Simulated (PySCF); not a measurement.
C7H6F3N.
SMILES with atom numbers: `[F:1][C:2]([F:3])([F:4])[CH2:5][c:6]1[cH:7][cH:8][cH:9][n:10][cH:11]1` (hydrogens: H12, H13 on C5; H14 on C7; H15 on C8; H16 on C9; H17 on C11)

Method: PySCF, PBE0-D3(BJ)/def2-SVP geometry optimisation, gas phase; density fitting, grid level 1; the optimiser is geomeTRIC in internal coordinates, started from a GFN2-xTB structure with every atom displaced at random (about 0.01 Å).

The end geometry, which sets the zero of energy:
```
atom  x, y, z in Å
F1     -1.9841   -1.5859    0.8585
C2     -2.3243   -0.3951    0.3517
F3     -2.2965    0.4889    1.3499
F4     -3.5876   -0.4868   -0.0731
C5     -1.4082    0.0108   -0.7799
C6      0.0216    0.1670   -0.3530
C7      0.8675   -0.9324   -0.1891
C8      2.1754   -0.7217    0.2338
C9      2.5907    0.5865    0.4823
N10     1.7967    1.6429    0.3351
C11     0.5493    1.4311   -0.0674
H12    -1.8027    0.9539   -1.1839
H13    -1.5118   -0.7543   -1.5633
H14     0.5025   -1.9429   -0.3899
H15     2.8657   -1.5568    0.3694
H16     3.6157    0.7868    0.8147
H17    -0.0863    2.3188   -0.1789
```

Problem. These geometries come from the run, each turned onto the end geometry. Order them by energy, lowest first.
A.
```
atom  x, y, z in Å
F1     -1.9957   -1.6220    0.8175
C2     -2.3230   -0.4096    0.3516
F3     -2.2919    0.4340    1.3781
F4     -3.5943   -0.4755   -0.0692
C5     -1.4103    0.0240   -0.7752
C6      0.0230    0.1716   -0.3537
C7      0.8628   -0.9304   -0.1732
C8      2.1721   -0.7192    0.2461
C9      2.5942    0.5897    0.4775
N10     1.8065    1.6485    0.3139
C11     0.5596    1.4373   -0.0884
H12    -1.8012    0.9746   -1.1639
H13    -1.5195   -0.7306   -1.5690
H14     0.4941   -1.9420   -0.3602
H15     2.8575   -1.5563    0.3940
H16     3.6199    0.7895    0.8085
H17    -0.0702    2.3270   -0.2172
```
B.
```
atom  x, y, z in Å
F1     -1.8996   -1.5358    0.9477
C2     -2.2912   -0.3645    0.3572
F3     -2.2877    0.5780    1.3043
F4     -3.5367   -0.5098   -0.0059
C5     -1.4065   -0.0100   -0.8367
C6      0.0182    0.1704   -0.3779
C7      0.8745   -0.9331   -0.2352
C8      2.1748   -0.7232    0.2080
C9      2.5578    0.5714    0.5220
N10     1.7625    1.6117    0.3833
C11     0.5221    1.4153   -0.0399
H12    -1.7882    0.9203   -1.2495
H13    -1.5238   -0.8015   -1.5632
H14     0.4949   -1.9227   -0.4623
H15     2.8338   -1.5683    0.3339
H16     3.5593    0.7947    0.8627
H17    -0.0807    2.3179   -0.1311
```
C.
```
atom  x, y, z in Å
F1     -1.9366   -1.6320    0.7668
C2     -2.3073   -0.4127    0.3583
F3     -2.2615    0.4052    1.4041
F4     -3.5890   -0.5141   -0.0454
C5     -1.4171    0.0452   -0.7774
C6      0.0196    0.1823   -0.3690
C7      0.8508   -0.9226   -0.1787
C8      2.1561   -0.7208    0.2559
C9      2.5869    0.5853    0.4841
N10     1.8107    1.6492    0.2989
C11     0.5649    1.4453   -0.1073
H12    -1.8067    0.9995   -1.1638
H13    -1.5395   -0.7195   -1.5671
H14     0.4695   -1.9340   -0.3473
H15     2.8264   -1.5650    0.4329
H16     3.6102    0.7800    0.8271
H17    -0.0537    2.3394   -0.2551
```

Solution. A (0.003 eV), C (0.016 eV), B (0.107 eV).

In the order of the answer:

```
step  E above end (eV)  largest force (eV/Å)  rms force component (eV/Å)  rms distance from end (Å)  rms bond change (Å)  bond most changed (Å)
   2             0.003                  0.26                       0.056                      0.029                0.002           C2–F4 +0.005
   1             0.016                  0.50                       0.115                      0.056                0.004           C2–F4 +0.012
   0             0.107                  1.61                       0.457                      0.068                0.015           F1–C2 +0.031
```

What follows is the cost of the whole optimisation. The run took 2.6 min wall on an Arm Neoverse V2 with one thread, no GPU (shared host), and the process peaked at 0.77 GiB of memory.
